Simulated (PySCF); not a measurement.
Job file and geometry (Å, from GFN2-xTB) of an NMR shielding run on `FB(F)OCCC(F)(F)F`, C₃H₄BF₅O, GIAO PBE0/pcSseg-1 NMR shielding, non-relativistic, gas phase (PySCF); density fitting, a coarse starting grid and PySCF grid level 2 are the driver's defaults:

```
$ OMP_NUM_THREADS=1 python probes_run.py task.json out

{"job": {"kind": "nmr", "xc": "PBE0", "basis": "pcSseg-1"}, "charge": 0, "multiplicity": 1}
F      1.800345    -1.925820     0.746063
B      2.049230    -0.645281     0.976788
F      2.962580    -0.378393     1.883643
O      1.465815     0.348256     0.326899
C      0.460030     0.194402    -0.658447
C     -0.851895     0.815156    -0.170273
C     -1.522218    -0.036485     0.894220
F     -2.700797     0.487970     1.264893
F     -1.779433    -1.277818     0.458407
F     -0.794051    -0.160711     2.009013
H      0.803473     0.732346    -1.547121
H      0.315047    -0.862966    -0.904699
H     -0.657330     1.798884     0.260204
H     -1.551475     0.909987    -1.001707
```

Q: What does the program print?

A: 
```
coarse grid: 13344 points
cycle   1  E = -715.1207508822  dE =  1.569e+00  |g| = 1.141e+00  |ddm| = 3.210e+00
cycle   2  E = -714.9361404529  dE =  1.846e-01  |g| = 1.619e+00  |ddm| = 1.305e+00
cycle   3  E = -715.3312039534  dE = -3.951e-01  |g| = 8.104e-02  |ddm| = 7.875e-01
cycle   4  E = -715.3319473592  dE = -7.434e-04  |g| = 5.069e-02  |ddm| = 6.809e-02
cycle   5  E = -715.3323591681  dE = -4.118e-04  |g| = 8.121e-03  |ddm| = 2.872e-02
cycle   6  E = -715.3323671096  dE = -7.942e-06  |g| = 3.492e-03  |ddm| = 5.523e-03
cycle   7  E = -715.3323692899  dE = -2.180e-06  |g| = 4.667e-04  |ddm| = 2.122e-03
final grid: 135552 points
cycle   8  E = -715.4305519311  dE = -7.918e-05  |g| = 1.011e-02  |ddm| = 2.274e-02
cycle   9  E = -715.4305337914  dE =  1.814e-05  |g| = 1.463e-02  |ddm| = 1.302e-02
cycle  10  E = -715.4305700738  dE = -3.628e-05  |g| = 9.522e-04  |ddm| = 7.718e-03
cycle  11  E = -715.4305702430  dE = -1.692e-07  |g| = 3.591e-04  |ddm| = 8.773e-04
cycle  12  E = -715.4305702662  dE = -2.319e-08  |g| = 1.069e-04  |ddm| = 2.507e-04
cycle  13  E = -715.4305702677  dE = -1.449e-09  |g| = 2.440e-05  |ddm| = 5.944e-05
cycle  14  E = -715.4305702678  dE = -9.913e-11  |g| = 5.564e-06  |ddm| = 1.674e-05
converged SCF energy = -715.4305702678

GIAO shielding tensors (ppm)
atom      isotropic    diamagn.    paramagn.     s11        s22        s33       span
  0 F      310.338     469.739    -159.402    182.521    350.826    397.666    215.145
  1 B       87.773     196.308    -108.536     77.285     80.496    105.537     28.252
  2 F      304.869     466.139    -161.269    188.319    359.125    367.163    178.844
  3 O      241.061     394.275    -153.214    142.879    259.487    320.818    177.939
  4 C      123.897     245.935    -122.039     93.475    111.992    166.223     72.748
  5 C      146.363     251.200    -104.837    136.941    143.364    158.782     21.841
  6 C       51.773     241.791    -190.018     48.285     51.428     55.606      7.321
  7 F      245.924     470.017    -224.093    157.431    240.160    340.182    182.752
  8 F      259.644     475.410    -215.766    168.588    267.946    342.397    173.809
  9 F      255.916     475.463    -219.547    170.567    262.406    334.775    164.209
 10 H       27.490      29.187      -1.696     22.001     27.064     33.406     11.405
 11 H       26.912      31.306      -4.394     23.529     27.507     29.700      6.171
 12 H       29.093      29.477      -0.384     25.657     28.037     33.587      7.930
 13 H       29.611      29.518       0.093     25.361     28.325     35.146      9.785
```

Size and cost of the density-fitted run: 190 basis functions, 26 s wall time on 1 thread of an Arm Neoverse V2, shared host; peak memory 0.83 GiB.
